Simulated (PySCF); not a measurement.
# W+: ionisation energy

W+ [Xe] 4f14 5d4 6s1 (6D) → W(2+) [Xe] 4f14 5d4 (5D), as a difference of total energies. Computed with PySCF 2.14 in def2-SVP with the def2 core potential (60 electrons), with scalar relativity through the core potential. Correlated levels: valence: 5s2 5p6 frozen. The calculations carry no spin-orbit coupling.

```json
{"method": "UHF", "ionisation energy (eV)": "14.955"}
{"method": "r2SCAN", "ionisation energy (eV)": "16.310"}
{"method": "B3LYP", "ionisation energy (eV)": "16.040"}
{"method": "MP2 (valence)", "ionisation energy (eV)": "15.326"}
{"method": "SCS-MP2 (valence)", "ionisation energy (eV)": "15.079"}
```

How much does correlation contribute at MP2 (valence)?

15.326 − (14.955) = 0.371 eV, measured against UHF.

The reference lies between the lowest fine-structure levels, while these numbers refer to the centres of the terms.

Errors of the correlated levels include the incompleteness of this basis and the frozen core.

For comparison: 16.37 ± 0.15 eV (semi-empirical (NIST evaluation); NIST Atomic Spectra Database, ionization energies).
